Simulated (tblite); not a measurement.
Compound: C₅H₉NO (charge -1 and doublet state).
Atom-mapped SMILES: `[CH3:1][C:2]([O-:3])[NH:4][CH:5]1[CH2:6][CH2:7]1` (hydrogens: H8, H9, H10 on C1; H11 on N4; H12 on C5; H13, H14 on C6; H15, H16 on C7)

Structure optimised with GFN2-xTB, isolated species. This method treats the open shell by occupation alone, without spin polarisation.

**Question.** Give the optimised bond lengths and angles.

**Answer.** 
```
          bond  length (Å)
         C1–C2       1.519
         C2–O3       1.302
         C2–N4       1.484
         N4–C5       1.440
  C5–C6, C5–C7       1.505
         C6–C7       1.502
  C1–H8, C1–H9       1.093
        C1–H10       1.107
        N4–H11       1.020
        C5–H12       1.096
C6–H13, C7–H16       1.083
C6–H14, C7–H15       1.080
```

Bonds in one row agree within 0.01 Å and their mean is given. A selection of angles:
```
     angle  degrees
  C2–C1–H8    109.1
 C2–C1–H10    114.1
  H8–C1–H9    109.0
 H8–C1–H10    107.2
  C1–C2–O3    121.4
  C1–C2–N4    111.0
  O3–C2–N4    118.5
  C2–N4–C5    113.2
 C2–N4–H11    105.1
 C5–N4–H11    108.0
  N4–C5–C6    120.0
  N4–C5–C7    118.1
 N4–C5–H12    115.9
  C6–C5–C7     59.9
 C6–C5–H12    115.6
  C5–C6–C7     59.8
 C5–C6–H13    119.3
 C5–C6–H14    117.5
 C7–C6–H13    118.5
 C7–C6–H14    117.6
H13–C6–H14    113.9
 C6–C7–H16    118.7
```

Dihedral angles: C1–C2–N4–C5 -67° (synclinal); C2–N4–C5–C6 173° (antiperiplanar); N4–C5–C6–C7 -107° (anticlinal); N4–C5–C7–C6 110° (anticlinal). The mirror-image conformer, all signs reversed, is as good.

The C–N distances run from 1.440 Å (N4–C5, drawn single) to 1.484 Å (C2–N4, drawn single), a spread of 0.044 Å. N4 (nitrogen bonded to 2 C and H) is pyramidal (angles 113.2°, 108.0° and 105.1°, sum 326.3°, 0.44 Å off the plane of its three neighbours). The 3-membered ring C5–C6–C7 has internal angles of 59.8° to 60.3°. C2 (carbon bonded to C, N and O) has angles 121.4°, 118.5° and 111.0°, sum 350.9°, 0.25 Å off the plane of its three neighbours. Of the pairs four or more bonds apart, C5···H10 is among the closest relative to their van der Waals radii: 2.86 Å, 99 % of the sum of Bondi's values.

Point group: C1 (no symmetry element, even within 0.4 Å). Its GFN2-xTB frequencies are all real (lowest 57 cm⁻¹). Whether the extra electron is bound in the gas phase wasn't checked; a finite basis holds it in any case. 3 starts were optimised and ended at 0.00, 0.31 and 5.16 kcal/mol (GFN2-xTB); the lowest of these is shown.

The run took 0.44 s wall on one thread of an Arm Neoverse V1, no GPU, shared host with 32 logical CPUs at a one-minute load of 24. These figures are those of the optimisation.

The numbers are calculated, not measured.
